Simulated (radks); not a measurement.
Spherical jellium clusters: N electrons in a uniform positive sphere of charge N and radius rs N^(1/3), rs = 5.01 bohr. Method: non-relativistic Kohn-Sham, LDA (Slater exchange, Perdew-Wang correlation), spin-polarised, spherical densities; computed with a radial shooting solver with Libxc functionals. Levels are named by radial order and angular momentum (1s, 1p, 1d, 2s, ...), and open shells are averaged over m.

N = 35, configuration 1s2 1p6 1d10 2s2 1f14 2p(up 1, down 0). This is the lowest configuration that the search found. Occupied and some empty levels:

level    occupation  eigenvalue (eV)  <r> (bohr)
1s up             1          -4.0842       9.283
1s down           1          -4.0185       9.683
1p up             3          -3.6776       11.40
1p down           3          -3.6443       11.57
1d up             5          -3.1992       12.61
1d down           5          -3.1801       12.67
2s up             1          -3.0595       9.943
2s down           1          -2.9822       9.678
1f up             7          -2.6374       13.47
1f down           7          -2.6237       13.48
2p up             1          -2.3111       10.85
2p down           0          -2.2315       10.90
1g up             0          -1.9951       14.19
1g down           0          -1.9830       14.19
2d up             0          -1.5169       12.38
2d down           0          -1.4620       12.54
3s up             0          -1.4099       12.03
3s down           0          -1.3647       12.08

Energy (eV): total -65.9960, kinetic 40.550, external -2430.8, Hartree 1211.4, exchange-correlation -107.62, background 1220.4.

Electron density:

r (bohr)  n(r) (e/bohr^3)
1.80             0.002281
3.74             0.002001
5.67             0.001702
7.61             0.001667
9.54             0.001978
11.5             0.002298
13.4             0.002037
15.3             0.001118
17.3            0.0003491
19.2           0.00007570
21.2           0.00001346
23.1            2.192e-06
25.0            3.380e-07
